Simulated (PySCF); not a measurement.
Compound: [WSF4]- (charge -1 and doublet state).
Bonds: W1–S2, W1–F3, W1–F4, W1–F5, W1–F6.

Level of theory: PBE0-D3(BJ)/def2-SVP geometry optimisation, gas phase, def2 core potentials past Kr in PySCF 2.14.0.

Problem. How far are the bound atoms from W1?

Solution. 5 atoms: F6 1.917 Å, F5 1.917 Å, F3 1.917 Å, F4 1.917 Å, S2 2.150 Å.

Problem. List the angles at W1.

Solution. 
| angle | degrees | distance of the outer atoms (Å) |
| --- | --- | --- |
| F3–W1–F5 | 140.7 | 3.61 |
| F4–W1–F6 | 140.6 | 3.61 |
| S2–W1–F6 | 109.7 | 3.33 |
| S2–W1–F4 | 109.7 | 3.33 |
| S2–W1–F3 | 109.7 | 3.33 |
| S2–W1–F5 | 109.6 | 3.33 |
| F3–W1–F4 | 83.5 | 2.55 |
| F5–W1–F6 | 83.5 | 2.55 |
| F4–W1–F5 | 83.5 | 2.55 |
| F3–W1–F6 | 83.5 | 2.55 |

Problem. What is the shape at W1?

Solution. Square pyramidal: τ5 = (β − α)/60° = 0.00 from the two widest angles, 140.7° and 140.6° (0 for a square pyramid, 1 for a trigonal bipyramid).

Problem. What are the rotational constants (commonest isotopes, rigid rotor)?

Solution. A = 2041, B = 1674, C = 1674 MHz: a prolate symmetric top.

Point group: C4v (every atom within 0.08 Å of its image). Charge -1, doublet. ⟨S²⟩ = 0.757 (exact for a doublet: 0.75). Whether it is a minimum is left open (no frequencies).

Time: 1.8 min wall; peak memory 0.47 GiB. Hardware: Arm Neoverse V1, one thread (shared host). This is the geometry optimisation.
